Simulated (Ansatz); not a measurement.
An input meant for AgPd3 (charge 0, doublet; atoms displaced at random, 0.03 Å in each coordinate).

```yaml
crystal:
  periodic: [false, false, false]
  atoms:
    - {symbol: Pd, position_ang: [-1.537955, 0.325181, -0.300528]}
    - {symbol: Pd, position_ang: [0.886421, 0.857041, -0.958632]}
    - {symbol: Pd, position_ang: [0.361646, -1.678663, -0.198552]}
    - {symbol: Ag, position_ang: [0.361646, -1.728663, -0.248552]}
basis:
  gaussian: {orbitals: def2-SVPD, final_grid: {core_spheres: 8, valence_spheres: 7, degree: 23}}
magnetization: {spin_polarized: true, initial_magnetization: 1}
hamiltonian: {xc: {name: PBE0}}
scf: {omitted_lower_state_checks: [starts]}
```

```sh
$ ansatz run in.yaml --threads 4 --pin off --events-out ev --progress --plain --max-ram 3916MiB
```

It prints (some lines left out):

```
Functional definition: PBE0
1339 factors; integrals over basis functions are off by at most 2.2e-4 eV
mean field evaluation 1: about 46965.9239 eV, gradient 1.2e2 eV
mean field evaluation 2: about 49252.7336 eV, gradient 4.1e2 eV
mean field evaluation 4: about 47034.3526 eV, gradient 1.4e2 eV
mean field evaluation 8: about 46902.2059 eV, gradient 7.9e0 eV
mean field evaluation 16: about 46901.3962 eV, gradient 2.6e-1 eV
a density is far from that of the atoms, so the factors are made again for it
1595 factors; integrals over basis functions are off by at most 9.9e-5 eV
mean field evaluation 32: about 46897.1777 eV, gradient 2.6e-2 eV
mean field 46897.17765004 eV, 1723.4394905901 hartree, gradient 8.4e-6 eV, S^2 1.530241; 0 other end points of the search recorded, 1 dependent functions left out
reference 46897.17762500 eV, 1723.4394896700 hartree; 37, 36 occupied and 98, 99 virtual orbitals, 1595 factors
Total energy: 46897.17762500 eV, 1723.4394896700 hartree
Checks for a lower state left out: starts
```

Problem. Something in this input is off. What?

Solution. One atom was put on top of another. The calculation finished and met its thresholds. The result belongs to that input, not to the species as meant. The charge 0 doublet is spin-contaminated (final ⟨S²⟩ up to 1.53, 0.75 for a pure state).
